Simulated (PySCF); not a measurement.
Br²⁺ (bromine, charge +2) across methods

[Ar] 3d10 4s2 4p3, high-spin 4S determinant. Computed with PySCF 2.14 in x2c-QZVPPall with one added diffuse shell each of s, p, d, f type (12s9p6d5f1g, 113 functions), with the spin-free X2C one-electron Hamiltonian (Gaussian nucleus). The B2PLYP total includes its PT2 part (frozen core); its orbital energies are those of the SCF part.

| method | E (hartree) | mean ε 4s α (eV) | mean ε 4s β (eV) | mean ε 4p α (eV) | Σ⟨r²⟩ (bohr²) | ⟨S²⟩ |
| --- | --- | --- | --- | --- | --- | --- |
| CAM-B3LYP | -2605.233 | -47.314 | -43.030 | -32.370 | 24.91 | 3.750 |
| r2SCAN | -2605.060 | -44.228 | -39.852 | -30.043 | 24.80 | 3.751 |
| r2SCANh | -2605.052 | -45.174 | -40.357 | -30.629 | 24.81 | 3.751 |
| PBE0 | -2604.793 | -45.776 | -41.091 | -31.091 | 24.86 | 3.750 |
| UHF | -2603.36550 | -52.996 | -43.387 | -35.211 | 25.03 | 3.751 |
| B2PLYP | -2604.655 | -48.354 | -42.271 | -32.463 | 24.94 | 3.751 |
| PBE | -2604.739 | -43.043 | -39.811 | -29.431 | 24.88 | 3.750 |
| LDA | -2601.348 | -43.122 | -40.319 | -29.470 | 24.86 | 3.750 |
